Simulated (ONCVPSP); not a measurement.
## Building the ONCV potential for Ga (PBE, scalar-relativistic).

Input for ONCVPSP 4.0.1:

```
# ATOM AND REFERENCE CONFIGURATION
# atsym  z   nc   nv     iexc    psfile
  Ga 31.00    3    5        4      upf
#
#   n    l    f
    1    0    2.00
    2    0    2.00
    2    1    6.00
    3    0    2.00
    3    1    6.00
    3    2   10.00
    4    0    2.00
    4    1    1.00
#
# PSEUDOPOTENTIAL AND OPTIMIZATION
# lmax
    2
#
#   l,   rc,      ep,       ncon, nbas, qcut
    0    1.05    0.00    4    7    9.40
    1    1.05    0.00    3    7   12.10
    2    1.05    0.00    4    8   16.50
#
# LOCAL POTENTIAL
# lloc, lpopt,  rc(5),   dvloc0
    4    1    0.80    4.00
#
# VANDERBILT-KLEINMAN-BYLANDER PROJECTORs
# l, nproj, debl
    0    2    1.30
    1    3    0.80
    2    2    1.50
#
# MODEL CORE CHARGE
# icmod, fcfact, rcfact
    2    0.25    1.15
#
# LOG DERIVATIVE ANALYSIS
# epsh1, epsh2, depsh
   -7.00    5.00    0.04
#
# OUTPUT GRID
# rlmax, drl
    6.00    0.01
#
# TEST CONFIGURATIONS
# ncnf
    4
# nvcnf
#   n    l    f
    5
    3    0    2.00
    3    1    6.00
    3    2   10.00
    4    0    2.00
    4    1    0.00
#
    5
    3    0    2.00
    3    1    6.00
    3    2   10.00
    4    0    1.00
    4    1    0.00
#
    5
    3    0    2.00
    3    1    6.00
    3    2   10.00
    4    0    0.00
    4    1    0.00
#
    5
    3    0    2.00
    3    1    5.00
    3    2   10.00
    4    0    2.00
    4    1    1.00
#
```

Command:

```bash
oncvpsp.x < Ga.dat > Ga.out
```

The program printed (shortened: citation, most of the input echo, consistency checks and plot data are left out):

```
ONCVPSP  (Optimized Norm-Conservinng Vanderbilt PSeudopotential)
scalar-relativistic version 4.0.1

#   n    l    f        energy (Ha)
    1    0    2.00    -3.7594425E+02
    2    0    2.00    -4.6389588E+01
    2    1    6.00    -4.0381495E+01
    3    0    2.00    -5.4435284E+00
    3    1    6.00    -3.6330117E+00
    3    2   10.00    -7.0391502E-01
    4    0    2.00    -3.2885947E-01
    4    1    1.00    -9.4783800E-02

Reference configufation results
  iterations    31
  all-electron total energy (Ha)   -1.94393780D+03

Begin loop to  construct optimized pseudo wave functions
and semi-local pseudopoentials for all angular momenta

Calculating optimized projector #   1

 for l=   0

    Fraction of norm inside rc  0.933130
    Optimizing pswf for qcut=   9.40 a_B^-1,  ecut=  44.22 Ha
    Residual kinetic energy error=  2.92D-04 Ha

    Energy error per electron        Cutoff
         Ha          eV             Ha
         0.01000     0.27211       25.62
         0.00100     0.02721       38.49
         0.00010     0.00272       90.32
         0.00001     0.00027      121.84

Calculating optimized projector #   2

 for l=   0

    Fraction of norm inside rc  0.039624
    Optimizing pswf for qcut=   9.40 a_B^-1,  ecut=  44.22 Ha
    Residual kinetic energy error=  1.74D-04 Ha

    Energy error per electron        Cutoff
         Ha          eV             Ha
         0.01000     0.27211       12.06
         0.00100     0.02721       34.79
         0.00010     0.00272       48.51
         0.00001     0.00027      129.30

   Wellstate for l =  1  n =  5
     eigenvalue =   0.7052
     asymptotic potential =   1.2052
     half-point radius =  4.7505

Calculating optimized projector #   1

 for l=   1

    Fraction of norm inside rc  0.901904
    Optimizing pswf for qcut=  12.11 a_B^-1,  ecut=  73.38 Ha
    Residual kinetic energy error=  1.33D-06 Ha

    Energy error per electron        Cutoff
         Ha          eV             Ha
         0.01000     0.27211       42.22
         0.00100     0.02721       52.48
         0.00010     0.00272       61.17
         0.00001     0.00027       67.45

Calculating optimized projector #   2

 for l=   1

    Fraction of norm inside rc  0.016188
    Optimizing pswf for qcut=  12.11 a_B^-1,  ecut=  73.38 Ha
    Residual kinetic energy error=  9.21D-08 Ha

    Energy error per electron        Cutoff
         Ha          eV             Ha
         0.01000     0.27211       26.39
         0.00100     0.02721       39.45
         0.00010     0.00272       50.35
         0.00001     0.00027       59.70

Calculating optimized projector #   3

 for l=   1

    Fraction of norm inside rc  0.022686
    Optimizing pswf for qcut=  12.11 a_B^-1,  ecut=  73.38 Ha
    Residual kinetic energy error=  1.59D-07 Ha

    Energy error per electron        Cutoff
         Ha          eV             Ha
         0.01000     0.27211       29.28
         0.00100     0.02721       41.70
         0.00010     0.00272       52.50
         0.00001     0.00027       61.57

   Wellstate for l =  2  n =  4
     eigenvalue =   0.7961
     asymptotic potential =   1.2961
     half-point radius =  3.1036

Calculating optimized projector #   1

 for l=   2

    Fraction of norm inside rc  0.769736
    Optimizing pswf for qcut=  16.50 a_B^-1,  ecut= 136.09 Ha
    Residual kinetic energy error=  2.87D-07 Ha

    Energy error per electron        Cutoff
         Ha          eV             Ha
         0.01000     0.27211       85.44
         0.00100     0.02721      100.84
         0.00010     0.00272      113.40
         0.00001     0.00027      122.97

Calculating optimized projector #   2

 for l=   2

    Fraction of norm inside rc  0.066809
    Optimizing pswf for qcut=  16.50 a_B^-1,  ecut= 136.09 Ha
    Residual kinetic energy error=  1.34D-07 Ha

    Energy error per electron        Cutoff
         Ha          eV             Ha
         0.01000     0.27211       72.96
         0.00100     0.02721       91.75
         0.00010     0.00272      107.07
         0.00001     0.00027      119.44

Construct Vanderbilt / Kleinmman-Bylander projectors

B matrix Hermiticity error, ll=   0
   1   2    7.6786E-04

  Orthonormal projector coefficients  1.3569E+01  2.6507E+00

B matrix Hermiticity error, ll=   1
   1   2    3.2123E-04
   1   3   -4.6732E-04
   2   3    1.6397E-05

  Orthonormal projector coefficients -2.4306E+00  2.2137E+00  5.4482E-01

B matrix Hermiticity error, ll=   2
   1   2    2.0813E-04

  Orthonormal projector coefficients -2.0238E+01 -5.0470E+00

Model core correction analysis
  based on d2Exc/dn_idn_j

d2excae - all-electron derivatives

   -4.524654D-02   -4.219941D-02   -3.249989D-02   -2.267086D-03
   -8.816900D-04
   -4.219956D-02   -4.082531D-02   -3.209335D-02   -2.651579D-03
   -9.958199D-04
   -3.250021D-02   -3.209354D-02   -3.047205D-02   -5.957693D-03
   -2.348697D-03
   -2.266937D-03   -2.651326D-03   -5.956985D-03   -3.252014D-02
   -2.437352D-02
   -8.816791D-04   -9.957763D-04   -2.348232D-03   -2.437046D-02
   -2.832252D-02

d2excps - pseudofunction derivatives with no core correction

   -5.396183D-02   -4.292875D-02   -3.483168D-02   -3.129153D-03
   -9.963295D-04
   -4.293008D-02   -4.128747D-02   -3.540781D-02   -2.737893D-03
   -1.033411D-03
   -3.483244D-02   -3.540792D-02   -3.234407D-02   -5.990573D-03
   -2.419478D-03
   -3.129091D-03   -2.737639D-03   -5.989866D-03   -3.258643D-02
   -2.437903D-02
   -9.963655D-04   -1.033368D-03   -2.419015D-03   -2.437597D-02
   -2.832426D-02

rms 2nd derivative error    2.146014E-03

amplitude prefactor, scale prefactor
    7.2921    1.2602

d2excps - pseudofunction derivatives with core correction

   -4.047479D-02   -3.925243D-02   -3.358917D-02   -2.112759D-03
   -8.575148D-04
   -3.925240D-02   -3.962521D-02   -3.470569D-02   -2.460145D-03
   -9.687054D-04
   -3.358924D-02   -3.470579D-02   -3.202526D-02   -5.892765D-03
   -2.389939D-03
   -2.112593D-03   -2.459884D-03   -5.892058D-03   -3.251029D-02
   -2.436878D-02
   -8.574970D-04   -9.686599D-04   -2.389475D-03   -2.436572D-02
   -2.832186D-02

rms 2nd derivative error    1.551114E-03

Pseudoatom total energy -257.201045

Diagnostic tests using Vanderbilt-Kleinman-Bylander pseudopotentials
  1 or more projectors used as specified by nproj input data

   l    rcore       rmatch      e in        delta e   norm test  slope test

   0   1.0511546   1.0830699  -5.4435284   0.0000178   1.0002421   1.0002298
   0   1.0511546   1.0830699  -0.3288595   0.0000151   1.0000843   1.0000650

   1   1.0511546   1.0830699  -3.6330117   0.0001588   1.0002091   1.0002586
   1   1.0511546   1.0830699  -0.0947838   0.0000125   1.0002069   1.0001130
   1   1.0511546   1.0830699   0.7052162   0.0003244   1.0005056   1.0005056

   2   1.0511546   1.0830699  -0.7039150  -0.0000138   1.0001873   1.0002067
   2   1.0511546   1.0830699   0.7960850  -0.0000068   1.0003680   1.0003680

 Testing for bound ghosts
   n   l    E NL Schr. Eq   E Basis Diag.   E Cutoff

   1   0       -5.443511       -5.443504    171.86
   2   0       -0.328844       -0.099480    171.86

   2   1       -3.632853       -3.632806    274.89
   3   1       -0.094771        0.331539    274.89

   3   2       -0.703929       -0.699521    311.95

 Testing for highly-localized positive-energy ghosts
       l    <radius>/rc     E Basis Diag.   E Cutoff

Test configuration 0

   n   l     f        eae           eps        diff
   1   0  2.0000 -375.94425129
   2   0  2.0000  -46.38958798
   2   1  6.0000  -40.38149478
   3   0  2.0000   -5.44352838   -5.44351056    1.78D-05
   3   1  6.0000   -3.63301169   -3.63285285    1.59D-04
   3   2 10.0000   -0.70391502   -0.70392886   -1.38D-05
   4   0  2.0000   -0.32885947   -0.32884440    1.51D-05
   4   1  1.0000   -0.09478380   -0.09477131    1.25D-05

    Total energies and differences
      AE_ref= -1.94393780D+03  AE_tst= -1.94393780D+03  dif=  0.00D+00
      PS_ref= -2.57201045D+02  PS_tst= -2.57201045D+02  dif=  3.30D-12
      PSP excitation error= -3.30D-12

Test configuration 1

   n   l     f        eae           eps        diff
   1   0  2.0000 -376.25088414
   2   0  2.0000  -46.69347132
   2   1  6.0000  -40.68571976
   3   0  2.0000   -5.74784119   -5.74767742    1.64D-04
   3   1  6.0000   -3.93746457   -3.93721411    2.50D-04
   3   2 10.0000   -1.00775638   -1.00780556   -4.92D-05
   4   0  2.0000   -0.60019325   -0.60015566    3.76D-05

    Total energies and differences
      AE_ref= -1.94393780D+03  AE_tst= -1.94372876D+03  dif=  2.09D-01
      PS_ref= -2.57201045D+02  PS_tst= -2.56992001D+02  dif=  2.09D-01
      PSP excitation error= -6.00D-06

Test configuration 2

   n   l     f        eae           eps        diff
   1   0  2.0000 -376.70002363
   2   0  2.0000  -47.13262576
   2   1  6.0000  -41.12570041
   3   0  2.0000   -6.19075951   -6.19093976   -1.80D-04
   3   1  6.0000   -4.38038008   -4.38013388    2.46D-04
   3   2 10.0000   -1.44638641   -1.44671282   -3.26D-04
   4   0  1.0000   -0.95804225   -0.95798043    6.18D-05

    Total energies and differences
      AE_ref= -1.94393780D+03  AE_tst= -1.94295231D+03  dif=  9.85D-01
      PS_ref= -2.57201045D+02  PS_tst= -2.56215515D+02  dif=  9.86D-01
      PSP excitation error= -3.96D-05

Test configuration 3

psatom: WARNING lschvkbb convergence error n,l,iter=   3   1   4
ea(ii),et,emin,emax -1.031050E-01 -1.134155E-01 -1.134155E-01 -1.134155E-01
run_config: WARNING for fully non-local PS atom, stg. 1
 WARNING no output for configuration 4

Test configuration 4

   n   l     f        eae           eps        diff
   1   0  2.0000 -376.86716279
   2   0  2.0000  -47.18786885
   2   1  6.0000  -41.19343925
   3   0  2.0000   -6.16419776   -6.16930475   -5.11D-03
   3   1  5.0000   -4.34591986   -4.34594917   -2.93D-05
   3   2 10.0000   -1.38195487   -1.38310152   -1.15D-03
   4   0  2.0000   -0.71324021   -0.71332976   -8.95D-05
   4   1  1.0000   -0.40965232   -0.40955481    9.75D-05

    Total energies and differences
      AE_ref= -1.94393780D+03  AE_tst= -1.93996135D+03  dif=  3.98D+00
      PS_ref= -2.57201045D+02  PS_tst= -2.53223176D+02  dif=  3.98D+00
      PSP excitation error= -1.42D-03
```

The run took about 3.3 s on one core of a shared server CPU.
